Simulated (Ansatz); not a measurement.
Ideal-gas functions of CH$_{4}$BFO$_{2}$, SMILES `OBOCF` at 400 K and 1 bar, from an Ansatz frequency run at PBE0-D4/def2-TZVP.

Molar mass 77.85 g/mol, point group C1 (symmetry number 1), electronic degeneracy 1, moments of inertia 26.81, 205.499, 212.23 u Å². Harmonic wavenumbers (cm⁻¹, unscaled): 83, 135, 286, 441, 586, 632, 920, 956, 1066, 1082, 1169, 1175, 1255, 1317, 1422, 1476, 1529, 2643, 3054, 3125, 3856.

Use S(trans) = R[1.5 ln M + 2.5 ln T − 1.1517]; rotational temperatures θ = 24.2544 K / I; S(rot) = R[ln(√π/σ · √(T³/θAθBθC)) + 1.5]; for each mode x = 1.438777 ν̃/T, S = R[x/(eˣ − 1) − ln(1 − e⁻ˣ)] and H = RT x/(eˣ − 1); 1 cm⁻¹ = 0.0119627 kJ/mol; R = 8.31446 J/(mol·K).

**Question.** By hand: the entropy, in J/(mol·K).

**Answer.** Translation 169.3. Rotation: θ = 0.9047, 0.118, 0.1143 K, giving 110.3. Vibration, mode by mode: 18.40, 14.40, 8.44, 5.30, 3.50, 3.07, 1.35, 1.22, 0.89, 0.85, 0.65, 0.64, 0.51, 0.42, 0.31, 0.26, 0.22, 0.01, 0.00, 0.00, 0.00, in all 60.4. Electronic 0.0. Sum 340.0 J/(mol·K).

**Question.** By hand: H − E and G − E in kJ/mol, counted from the electronic energy.

**Answer.** Zero-point energy ½ × 28208 × 0.0119627 = 168.7; thermal vibration 12.9; translation, rotation and pV give 4 RT = 13.3. H − E = 194.9 kJ/mol, and G − E = 194.9 − 400 × 340.0/1000 = 58.9 kJ/mol.

Vibration gives 18 % of the entropy, 32.8 J/(mol·K) of it from the modes under 150 cm⁻¹: soft modes count most, and the harmonic formula is weakest for them. The sum counts one conformer and one mirror image; others add a mixing term.
